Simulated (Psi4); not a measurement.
C4H12BNO, singlet, at a GFN2-xTB geometry, atoms displaced at random by about 0.03 Å a coordinate; HF/STO-3G, gradient (Psi4).

Psi4 was given this input:
```
memory 2 GB

molecule mol {
0 1
B    -0.306959    0.883645    1.064114
C    -0.249912   -0.150639    2.219979
H     0.858547   -0.602106    2.342529
H    -0.902313   -0.943433    2.125137
H    -0.385096    0.351985    3.207857
N    -0.098059    0.402098   -0.280274
C     0.282409   -0.838346   -0.771077
C    -0.864266   -1.334507   -1.752506
C     1.566826   -0.822126   -1.479913
H    -0.132246    1.237154   -0.987436
H     0.270326   -1.524513    0.075617
H    -0.663513   -2.301296   -2.086101
H    -1.860633   -1.293674   -1.210402
H    -0.880467   -0.696410   -2.646985
H     1.853966   -1.873629   -1.770752
H     1.582135   -0.164403   -2.342594
H     2.400530   -0.528136   -0.797850
O    -0.576570    2.215922    1.166569
H    -0.681872    2.456830    2.084155
symmetry c1
no_reorient
no_com
}

set {
  basis sto-3g
  reference rhf
}

gradient('scf')
print_variables()
```

What the program printed (banner, timings and long lists left out):

```
gradient() will perform analytic gradient computation.

   => Loading Basis Set <=

    Name: STO-3G
    Role: ORBITAL
    Keyword: BASIS

         ---------------------------------------------------------
                                   SCF
               by Justin Turney, Rob Parrish, Andy Simmonett
                          and Daniel G. A. Smith
                              RHF Reference
         ---------------------------------------------------------

  ==> Geometry <==

    Molecular point group: c1
    Full point group: C1

    Geometry (in Angstrom), charge = 0, multiplicity = 1:

       Center              X                  Y                   Z               Mass
    ------------   -----------------  -----------------  -----------------  -----------------
         B           -0.306959000000     0.883645000000     1.064114000000    11.009305360000
         C           -0.249912000000    -0.150639000000     2.219979000000    12.000000000000
         H            0.858547000000    -0.602106000000     2.342529000000     1.007825032230
         H           -0.902313000000    -0.943433000000     2.125137000000     1.007825032230
         H           -0.385096000000     0.351985000000     3.207857000000     1.007825032230
         N           -0.098059000000     0.402098000000    -0.280274000000    14.003074004430
         C            0.282409000000    -0.838346000000    -0.771077000000    12.000000000000
         C           -0.864266000000    -1.334507000000    -1.752506000000    12.000000000000
         C            1.566826000000    -0.822126000000    -1.479913000000    12.000000000000
         H           -0.132246000000     1.237154000000    -0.987436000000     1.007825032230
         H            0.270326000000    -1.524513000000     0.075617000000     1.007825032230
         H           -0.663513000000    -2.301296000000    -2.086101000000     1.007825032230
         H           -1.860633000000    -1.293674000000    -1.210402000000     1.007825032230
         H           -0.880467000000    -0.696410000000    -2.646985000000     1.007825032230
         H            1.853966000000    -1.873629000000    -1.770752000000     1.007825032230
         H            1.582135000000    -0.164403000000    -2.342594000000     1.007825032230
         H            2.400530000000    -0.528136000000    -0.797850000000     1.007825032230
         O           -0.576570000000     2.215922000000     1.166569000000    15.994914619570
[...]
  @DF-RHF Final Energy:  -308.64985816712544
    Total Energy =                       -308.6498581671254442
[...]

  Nuclear repulsion =  308.182701859115525

  ==> Basis Set <==

  Basis Set: STO-3G
    Blend: STO-3G
    Number of shells: 33
    Number of basis functions: 47
    Number of Cartesian functions: 47
    Spherical Harmonics?: true
    Max angular momentum: 1

  ==> DFJKGrad: Density-Fitted SCF Gradients <==

    Gradient:                    1
    J tasked:                  Yes
    K tasked:                  Yes
    wK tasked:                  No
    Integrals threads:           1
    Schwarz Cutoff:          1E-12
    Fitting Condition:       1E-10

   => Auxiliary Basis Set <=

  Basis Set: (STO-3G AUX)
    Blend: DEF2-UNIVERSAL-JKFIT
    Number of shells: 247
    Number of basis functions: 745
    Number of Cartesian functions: 871
    Spherical Harmonics?: true
    Max angular momentum: 4

  -Total Gradient:
     Atom            X                  Y                   Z
    ------   -----------------  -----------------  -----------------
       1       -0.004303537872     0.019882848457     0.058085432634
       2       -0.117808052794    -0.025270291006    -0.072085121633
       3        0.073526230070    -0.026173290211     0.016616382434
       4        0.035715266582     0.040252258632     0.004093232328
       5        0.008114989828     0.015457321462     0.021266813425
       6        0.025732985812    -0.169056585260    -0.029294864236
       7        0.075442431249     0.064247879862     0.021051375172
       8        0.018928651461    -0.045120741560    -0.029149329206
       9       -0.102361644609     0.042648067929     0.005455261028
      10       -0.004486245055     0.061595448908    -0.032684427170
      11       -0.009996142013     0.003595419605     0.002220889026
      12       -0.004303558254     0.044418871446     0.010134715003
      13       -0.034871019741     0.002228920162     0.023531771045
      14        0.005342209330     0.002213317631    -0.012491259057
      15        0.012938596795    -0.033182420783     0.002604901060
      16        0.003009503045     0.002163849226     0.001242519361
      17        0.020690831144    -0.002587655671     0.014561084843
      18       -0.007001372419     0.014111199450     0.029651441497
      19        0.005689877442    -0.011424418277    -0.034810817556

  Variable Map:
  ----------------------------------------------------------------------------
[...]
  Array Variable Map:
  ----------------------------------------------------------------------------
[...]
[...]
```
